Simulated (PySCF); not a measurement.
Input for PySCF: D3(BJ) and D4 dispersion corrections on C2H4BCl (SMILES C=CBCl), a point of a torsion scan.

```python
from pyscf import gto
from pyscf.dispersion import dftd3, dftd4

mol = gto.M(
    atom='''
    C    -1.23202936    0.06796872   -0.15676415
    C    -0.12750167   -0.35671968    0.44794067
    B     1.31353028    0.08285154    0.06274175
    Cl    2.26929057    0.85365214    1.23270021
    H    -1.18921045    0.69317563   -1.03412709
    H    -2.21985710   -0.18361696    0.19528380
    H    -0.25435896   -0.94776115    1.35049659
    H     1.74613107   -0.02358759   -1.02366838
    ''',
    basis='def2-svp',
    charge=0, spin=0, verbose=0, max_memory=1800)
d3, d4 = {}, {}
for xc in ['hf', 'pbe', 'blyp', 'revpbe', 'tpss', 'r2scan', 'b3lyp', 'pbe0', 'bhlyp', 'camb3lyp', 'b2plyp']:
    d3[xc] = float(dftd3.DFTD3Dispersion(mol, xc=xc, version='d3bj', atm=False).get_dispersion()['energy'])
    print(f'D3(BJ) {xc:10s} {d3[xc]:14.8f} Eh')
for xc in ['hf', 'pbe', 'blyp', 'revpbe', 'tpss', 'r2scan', 'b3lyp', 'pbe0', 'bhlyp', 'camb3lyp', 'b2plyp']:
    d4[xc] = float(dftd4.DFTD4Dispersion(mol, xc={'camb3lyp': 'cam-b3lyp'}.get(xc, xc), atm=True).get_dispersion()['energy'])
    print(f'D4     {xc:10s} {d4[xc]:14.8f} Eh')
```

Program output:

```
D3(BJ) hf            -0.04611641 Eh
D3(BJ) pbe           -0.00561394 Eh
D3(BJ) blyp          -0.01210015 Eh
D3(BJ) revpbe        -0.01431464 Eh
D3(BJ) tpss          -0.00710602 Eh
D3(BJ) r2scan        -0.00154700 Eh
D3(BJ) b3lyp         -0.00988178 Eh
D3(BJ) pbe0          -0.00486523 Eh
D3(BJ) bhlyp         -0.00775561 Eh
D3(BJ) camb3lyp      -0.00441692 Eh
D3(BJ) b2plyp        -0.00459508 Eh
D4     hf            -0.01954539 Eh
D4     pbe           -0.00526740 Eh
D4     blyp          -0.01179594 Eh
D4     revpbe        -0.01708369 Eh
D4     tpss          -0.00713928 Eh
D4     r2scan        -0.00127798 Eh
D4     b3lyp         -0.00851264 Eh
D4     pbe0          -0.00442249 Eh
D4     bhlyp         -0.00625405 Eh
D4     camb3lyp      -0.00446113 Eh
D4     b2plyp        -0.00367678 Eh
```

The run finished.

Cost: around 0.020 core-seconds (rough).
